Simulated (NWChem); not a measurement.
MgH2; SMILES [MgH2]

Computed with NWChem. Coordinates come from a PBE0/def2-SVP optimisation. Ions are spin-unrestricted doublets at the neutral geometry; other ion states weren't tried.

For level B3LYP/def2-SVP:

```
Item                                   Result
-------------------------------------  ------
vertical ionisation energy, ΔSCF (eV)    9.66
−ε(HOMO) (eV)                            7.05
```

Q: What are these values for level PBE/def2-SVP?

A: The vertical ionisation energy, ΔSCF (eV) is 9.43 and the −ε(HOMO) (eV) is 6.05.
